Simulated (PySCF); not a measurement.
CaF₂, triplet, at the geometry of the source list (a higher spin typed on purpose: for a closed-shell molecule this is an excited state); CASSCF(6,6)/6-31G* run with PySCF.

PySCF was given this input:
```python
from pyscf import gto, scf, mcscf
import numpy

mol = gto.M(
    atom='''
Ca    0.72130000    0.06710000   -0.11560000
F    -0.62560000    1.10850000   -0.93460000
F    -0.09570000   -1.17560000    1.05020000
''',
    basis='6-31g*',
    spin=2,
    verbose=4,
)

mf = scf.ROHF(mol)
mf.kernel()
mc = mcscf.CASSCF(mf, 6, 6)
mc.fix_spin_(ss=2.0)
mc = mc.newton()
mc.kernel()
occ = numpy.linalg.eigvalsh(mc.fcisolver.make_rdm1(mc.ci, mc.ncas, mc.nelecas))[::-1]
ss = mc.fcisolver.spin_square(mc.ci, mc.ncas, mc.nelecas)[0]
print('natural occupations', occ.round(4), ' <S^2>', round(ss, 4))
```

Output, abridged:

```
PySCF version 2.14.0

[INPUT] verbose = 4
[INPUT] num. atoms = 3
[INPUT] num. electrons = 38
[INPUT] charge = 0
[INPUT] spin (= nelec alpha-beta = 2S) = 2
[INPUT] symmetry False subgroup None
[INPUT] Mole.unit = angstrom
[INPUT] Symbol           X                Y                Z      unit          X                Y                Z       unit  Magmom
[...]
nuclear repulsion = 114.77600984315
number of shells = 22
number of NR pGTOs = 129
number of NR cGTOs = 50
basis = 6-31g*
ecp = {}

******** <class 'pyscf.scf.rohf.ROHF'> ********
method = ROHF
initial guess = minao
damping factor = 0
level_shift factor = 0
DIIS = <class 'pyscf.scf.diis.CDIIS'>
diis_start_cycle = 1
diis_space = 8
diis_damp = 0
SCF conv_tol = 1e-09
SCF conv_tol_grad = None
SCF max_cycles = 50
direct_scf = True
direct_scf_tol = 1e-13
num. doubly occ = 18  num. singly occ = 2
Set gradient conv threshold to 3.16228e-05
init E= -875.266130039979
[...]
cycle= 1 E= -875.363223990175  delta_E= -0.0971  |g|= 0.412  |ddm|= 1.23
[...]
cycle= 2 E= -875.407017154459  delta_E= -0.0438  |g|= 0.233  |ddm|= 0.422
[...]
cycle= 3 E= -875.416926490378  delta_E= -0.00991  |g|= 0.02  |ddm|= 0.109
[...]
cycle= 4 E= -875.417747157774  delta_E= -0.000821  |g|= 0.00939  |ddm|= 0.0576
[...]
cycle= 5 E= -875.418196353716  delta_E= -0.000449  |g|= 0.00801  |ddm|= 0.0373
[...]
cycle= 6 E= -875.418475748633  delta_E= -0.000279  |g|= 0.00789  |ddm|= 0.0234
[...]
cycle= 7 E= -875.418739669894  delta_E= -0.000264  |g|= 0.00779  |ddm|= 0.0222
[...]
cycle= 8 E= -875.41939978286  delta_E= -0.00066  |g|= 0.00857  |ddm|= 0.0559
[...]
cycle= 9 E= -875.419835753156  delta_E= -0.000436  |g|= 0.014  |ddm|= 0.0371
[...]
cycle= 10 E= -875.419853859454  delta_E= -1.81e-05  |g|= 0.00948  |ddm|= 0.00904
[...]
cycle= 11 E= -875.422459996964  delta_E= -0.00261  |g|= 0.0117  |ddm|= 0.266
[...]
cycle= 12 E= -875.420073264144  delta_E= 0.00239  |g|= 0.0135  |ddm|= 0.242
[...]
cycle= 13 E= -875.423065758369  delta_E= -0.00299  |g|= 0.0296  |ddm|= 0.383
[...]
cycle= 14 E= -875.422958713554  delta_E= 0.000107  |g|= 0.0307  |ddm|= 0.0135
[...]
cycle= 15 E= -875.422984232588  delta_E= -2.55e-05  |g|= 0.0319  |ddm|= 0.0136
[...]
cycle= 16 E= -875.422823258812  delta_E= 0.000161  |g|= 0.0114  |ddm|= 0.0989
[...]
cycle= 17 E= -875.422647250964  delta_E= 0.000176  |g|= 0.0121  |ddm|= 0.0306
[...]
cycle= 18 E= -875.422480114014  delta_E= 0.000167  |g|= 0.0111  |ddm|= 0.0277
[...]
[...]
converged SCF energy = -875.424069886826
CASCI E = -875.426052109965  dE = -875.42605  S^2 = 2.0000000
[...]
macro 6 (11 JK  7 micro), CASSCF E = -875.476672900867  dE = -0.005305  |grad|=0.036  S^2 = 2.0000000
macro 7 (18 JK  14 micro), CASSCF E = -875.493845405516  dE = -0.01717  |grad|=0.0836  S^2 = 2.0000000
macro 8 (20 JK  15 micro), CASSCF E = -875.500430275663  dE = -0.006585  |grad|=0.0986  S^2 = 2.0000000
macro 9 (22 JK  17 micro), CASSCF E = -875.503160937237  dE = -0.002731  |grad|=0.0234  S^2 = 2.0000000
macro 10 (11 JK  7 micro), CASSCF E = -875.50398424266  dE = -0.0008233  |grad|=0.00872  S^2 = 2.0000000
macro 11 (11 JK  7 micro), CASSCF E = -875.504306440769  dE = -0.0003222  |grad|=0.00709  S^2 = 2.0000000
macro 12 (10 JK  6 micro), CASSCF E = -875.5045630814  dE = -0.0002566  |grad|=0.00676  S^2 = 2.0000000
macro 13 (11 JK  7 micro), CASSCF E = -875.504655048893  dE = -9.197e-05  |grad|=0.00646  S^2 = 2.0000000
macro 14 (20 JK  15 micro), CASSCF E = -875.504485319233  dE = 0.0001697  |grad|=0.003  S^2 = 2.0000000
macro 15 (7 JK  4 micro), CASSCF E = -875.504589212893  dE = -0.0001039  |grad|=0.00398  S^2 = 2.0000000
macro 16 (7 JK  3 micro), CASSCF E = -875.504675184698  dE = -8.597e-05  |grad|=0.00511  S^2 = 2.0000000
macro 17 (27 JK  22 micro), CASSCF E = -875.504660596413  dE = 1.459e-05  |grad|=0.00183  S^2 = 2.0000000
macro 18 (18 JK  13 micro), CASSCF E = -875.504593447075  dE = 6.715e-05  |grad|=0.0146  S^2 = 2.0000000
macro 19 (10 JK  6 micro), CASSCF E = -875.504934403131  dE = -0.000341  |grad|=0.0089  S^2 = 2.0000000
macro 20 (11 JK  7 micro), CASSCF E = -875.505194360436  dE = -0.00026  |grad|=0.0132  S^2 = 2.0000000
macro 21 (16 JK  11 micro), CASSCF E = -875.504921185915  dE = 0.0002732  |grad|=0.00849  S^2 = 2.0000000
macro 22 (9 JK  5 micro), CASSCF E = -875.505254274487  dE = -0.0003331  |grad|=0.00382  S^2 = 2.0000000
macro 23 (7 JK  3 micro), CASSCF E = -875.505284894103  dE = -3.062e-05  |grad|=0.00213  S^2 = 2.0000000
macro 24 (32 JK  27 micro), CASSCF E = -875.505286611974  dE = -1.718e-06  |grad|=0.000201  S^2 = 2.0000000
macro 25 (33 JK  28 micro), CASSCF E = -875.505286551105  dE = 6.087e-08  |grad|=9.69e-05  S^2 = 2.0000000
newton CASSCF converged in 25 macro (59 KF 332 Hx) steps
CASSCF canonicalization
Density matrix diagonal elements [1.9911335  1.55551511 1.42340882 0.9996926  0.0087524  0.02149757]
CASSCF energy = -875.505286551105
CASCI E = -875.505286551105  E(CI) = -9.92440497872860  S^2 = 2.0000000
natural occupations [1.9933 1.99   1.0001 1.     0.01   0.0066]  <S^2> 2.0
```
